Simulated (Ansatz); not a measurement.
The lowest singlet and triplet of CH2 (SMILES [CH2]); geometries from B3LYP-D3(BJ)/def2-TZVP, each state relaxed from the structure named, with no frequency check.
Singlet at the triplet's geometry (charge 0, multiplicity 1):
```xyz
3

C     -0.0004     0.1031     0.0000
H     -0.9952    -0.3128     0.0000
H      0.9974    -0.3058     0.0000
```

A positive gap puts the triplet lower; no zero-point energy. R- takes a restricted singlet. U- takes an unrestricted singlet (broken symmetry where lower, unprojected). The triplet is unrestricted in single-reference levels.

The values were computed with Ansatz (Gaussian orbitals). 

### Question
One of these levels gives 0.447 eV for the gap E(singlet) − E(triplet), vertical, at the triplet's geometry. Name it.
(A) U-SVWN5/def2-TZVPP (spin-contaminated)
(B) U-PBE0/def2-TZVPP (spin-contaminated)
(C) R-HF/cc-pVQZ
(D) R-SVWN5/def2-TZVPP

### Answer
B, U-PBE0/def2-TZVPP (spin-contaminated). The others give 1.749 (R-HF/cc-pVQZ), 1.147 (R-SVWN5/def2-TZVPP), 0.534 (U-SVWN5/def2-TZVPP (spin-contaminated))

Doubts at one or more of the structures used: a restricted determinant that unrestricted orbitals would lower (R-HF/cc-pVQZ, R-SVWN5/def2-TZVPP).

Ansatz is an electronic-structure program.
